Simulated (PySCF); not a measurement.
**Vibration and rotation of TiBr**

UHF-SCS-MP2 constants of TiBr, quartet, unpaired electrons σ ↑, π ↑, δ ↑ (basis Ti def2-TZVPP, Br def2-TZVPP; no relativity; PySCF 2.14; masses 47.9479 and 78.9183 u):

```
ωe              : 294.6 cm⁻¹
ωexe            : 0.779 cm⁻¹
Be              : 0.09321 cm⁻¹
αe              : 0.000364 cm⁻¹
D (centrifugal) : 3.73e-08 cm⁻¹
```

Task: Give the vibrational terms G(v) and spacings up to v = 6.

Result: G(v) = ωe(v+½) − ωexe(v+½)².

```csv
v,G(v) (cm⁻¹),G(v) − G(v−1),Bv (cm⁻¹)
0,147.1,,0.09303
1,440.1,293.0,0.09266
2,731.6,291.5,0.09230
3,1021.6,289.9,0.09194
4,1309.9,288.4,0.09157
5,1596.7,286.8,0.09121
6,1882.0,285.3,0.09084
```

Correlated steps freeze 14 core orbitals. Spin–orbit coupling is left out. With d or f electrons several states lie close, and the lowest PBE0 determinant need not be the measured ground state.
